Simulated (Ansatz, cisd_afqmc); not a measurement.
Species: Fe, charge 1, quartet. This quartet is an excited state, 0.4 eV above the sextet at CCSD(T)/aug-cc-pwCVQZ-DK (Ansatz, a quantum-chemistry and plane-wave program).

Total energies in cc-pwCVTZ-DK, 15 correlated electrons, 5 frozen orbitals. Radicals and triplets start from unrestricted determinants; spin-orbit coupling is neglected. The -DK rows use spin-free X2C, correlate 3s3p of the metal (1s2s2p frozen) and give its partners the cc-pVXZ-DK valence sets. AFQMC/CISD: phaseless, guided by CISD from CCSD amplitudes; bars are statistical, one sigma. Outlying blocks are dropped, and bars are widened where a walk drifts. Over all cases where full CI ran beside it in this data, AFQMC minus full CI had a median of +0.1 mEh and passed +0.4 mEh in a tenth of the cases. Open-shell metal atoms are single determinants, not pure terms.

```csv
method,program,energy (Eh),minus CCSDT(Q) (mEh)
HF,Ansatz,-1271.04536,632.85
MP2,Ansatz,-1271.69790,-19.69
CCSD,Ansatz,-1271.66205,16.15
CCSD(T),Ansatz,-1271.67831,-0.10
CCSDT(Q),Ansatz,-1271.67821,0.00
AFQMC/CISD,cisd_afqmc,-1271.6774 ± 0.0003,0.8 ± 0.3
```
